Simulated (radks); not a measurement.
Problem. Species: Cu24+. Configuration: [He] 2s2 2p1. Calculated with a radial shooting solver on a logarithmic mesh with Libxc functionals: scalar-relativistic Kohn-Sham, LDA (Slater exchange, VWN5 correlation), spin-polarised, spherical densities, finite nucleus; open shells are filled with parallel spins first; Fermi nuclear charge, rms radius 3.8823 fm. Some entries of the table are withheld. Estimate them.

orbital  occ.  eigenvalue (eV)  <r> (bohr)
1s up       1        -10392.61     0.05197
1s down     1        -10384.32     0.05193
2s up       1              (1)         (2)
2s down     1              (3)         (4)
2p up       1        -2234.577      0.1863
2p down     0        -2217.806      0.1869

Solution. 
(1) 2s up eigenvalue (eV): -2323.819
(2) 2s up <r> (bohr): 0.2174
(3) 2s down eigenvalue (eV): -2310.096
(4) 2s down <r> (bohr): 0.2180
